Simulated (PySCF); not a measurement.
Gas-phase reaction: 2 Zn + 2 C3H8 ⇌ 2 ZnCH3 + C4H10 (n-butane)

Computed with PySCF (xtb for GFN2) and rigid-rotor harmonic-oscillator thermochemistry at 1 bar. † marks an energy on the PBE0/def2-TZVP geometry and frequencies; other levels use their own. CCSD(T) freezes the core. Open shells (unrestricted): ZnCH3 (multiplicity 2); the rest are closed-shell singlets. GFN2 has no spin-polarisation term. Zn: all electrons, no relativistic terms. ZnCH3: computed as isolated molecules; such fragments, hydroxides, amides, oligomers or adducts are transient or little studied in the gas. CCSD(T) isn't extrapolated to the basis-set limit.

ωB97M-V/def2-TZVP† gives ΔH°(298 K) = 240 kJ.

What do PBE/def2-TZVP†, CCSD(T)/def2-SVP†, GFN2-xTB give?

PBE/def2-TZVP†: 230 kJ; CCSD(T)/def2-SVP†: 258 kJ; GFN2-xTB: 245 kJ. For scale, ΔH°(298 K) is 240 kJ at this level, 231 kJ at ωB97X-V/def2-TZVP†, and runs from 150 to 262 kJ over the 18 levels computed.
